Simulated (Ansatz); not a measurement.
Gas-phase electronic energies from Ansatz, PBE0-D4/def2-TZVP geometries. CCSD(T)/CBS is extrapolated from def2-TZVPP and def2-QZVPP, frozen cores. DFT in def2-TZVPP. Open shells (•) are unrestricted, without spin–orbit coupling. Spin–orbit coupling would lower the free atoms: a little for F. One conformer a species, not always the lowest.

Reaction (homolysis of the B–F bond): `COB(N)F` → `CO[B]N`• + F•

```tsv
level	ΔE (kcal/mol)
ωB97M-V	172.2
B2PLYP	168.4
PBE0	165.5
MP2/def2-QZVPP	177.3
```

Problem. What does CCSD(T)/CBS give? (Estimate.)

Solution. Computed: +171.8 kcal/mol. The listed levels differ from it by 0.4, -3.4, -6.3, 5.5 kcal/mol.

Largest T1 diagnostic among the species: 0.014.

The D4 term adds +1.0 kcal/mol with B3LYP and +0.5 kcal/mol with PBE0; it sums over pairs of atoms, weighted by their polarisabilities, and B3LYP, whose exchange is more repulsive, gets the larger term. In def2-TZVPP, CCSD(T) changes the Hartree–Fock value by +36.8 kcal/mol (the triples alone add +2.1 kcal/mol) and MP2 by +43.7 kcal/mol; breaking electron pairs costs correlation energy, which Hartree–Fock lacks. From PBE to PBE0 (25 % exact exchange), in def2-TZVPP and without D4, ΔE moves by −3.4 kcal/mol: exact exchange takes away binding that semilocal exchange gives to molecules.

B3LYP here is the variant with VWN-RPA as its local correlation; programs differ in this.

CCSD(T)/CBS has its own doubt, a few kJ/mol and more with outer-core shells, so smaller differences from it don't rank the levels.
